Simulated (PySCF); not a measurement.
Screening by computed properties: pick the candidate that meets the target.

All species are isolated and taken at one optimised geometry, non-relativistic unless stated. Electronic properties by PySCF.

The conformers computed, where there is a choice (atom-mapped SMILES and torsion angles):
- `[CH3:1][C:2](=[O:3])[CH2:4][P@@H+:5]([CH3:6])[CH2:7][SiH3:8]`: C1–C2–C4–P5 -179°, C2–C4–P5–C6 170°, C4–P5–C7–Si8 172°
- `[CH2:1]=[CH:2][C:3]1=[C:4]([CH2:5][C:6]#[N:7])[CH2:8]1`: C1–C2–C3–C4 180°, C3–C4–C5–C6 0°

Task: Wanted: HOMO energy between -12 eV and -9 eV (CAM-B3LYP/def2-SVPD) and vertical ionisation energy above 11.4 eV (ΔSCF CAM-B3LYP/def2-SVPD), at PBE0-D3(BJ)/def2-SVP geometries. Which candidate meets both?
A. `N#CC#CC#N`
B. `CC(=O)C[P@@H+](C)C[SiH3]`
C. `F[CH](F)[GeH3]`
D. `C=C(F)C#CC`

Result: A. Computed values:
```
                 species  HOMO energy  vertical ionisation energy
CC(=O)C[P@@H+](C)C[SiH3]    -13.29 eV                    14.01 eV
               N#CC#CC#N    -10.75 eV                    11.74 eV
          F[CH](F)[GeH3]    -10.06 eV                    11.12 eV
              C=C(F)C#CC     -8.24 eV                     9.09 eV
```

Task: Wanted: smallest rotational constant between 1.4 GHz and 2 GHz (PBE0-D3(BJ)/def2-SVP) and lowest singlet excitation above 5.4 eV (TDDFT CAM-B3LYP/def2-SVPD), at PBE0-D3(BJ)/def2-SVP geometries. Which candidate meets both?
A. `C1(=C(C=C)C1)CC#N`
B. `CC(=O)C[P@@H+](C)C[SiH3]`
C. `F[CH](F)[GeH3]`
D. `C=C(F)C#CC`
E. `N#CC#CC#N`

Result: D. Computed values:
```csv
species,smallest rotational constant,lowest singlet excitation
CC(=O)C[P@@H+](C)C[SiH3],0.599 GHz,4.64 eV
C1(=C(C=C)C1)CC#N,0.939 GHz,5.25 eV
N#CC#CC#N,1.331 GHz,4.29 eV
C=C(F)C#CC,1.487 GHz,5.61 eV
F[CH](F)[GeH3],2.203 GHz,7.86 eV
```

Task: Wanted: lowest triplet excitation (Tamm–Dancoff) below 3.8 eV (TDA CAM-B3LYP/def2-SVPD) and HOMO–LUMO gap below 9.8 eV (CAM-B3LYP/def2-SVPD), at PBE0-D3(BJ)/def2-SVP geometries. Which candidate meets both?
A. `C=C(F)C#CC`
B. `[CH]([GeH3])(F)F`
C. `CC(=O)C[P@@H+](C)C[SiH3]`
D. `[H]B([H])CCC`

Result: A. Computed values:
| species | lowest triplet excitation (Tamm–Dancoff) | HOMO–LUMO gap |
| --- | --- | --- |
| C=C(F)C#CC | 3.45 eV | 8.49 eV |
| CC(=O)C[P@@H+](C)C[SiH3] | 4.07 eV | 9.65 eV |
| [H]B([H])CCC | 5.04 eV | 9.95 eV |
| [CH]([GeH3])(F)F | 7.31 eV | 10.92 eV |
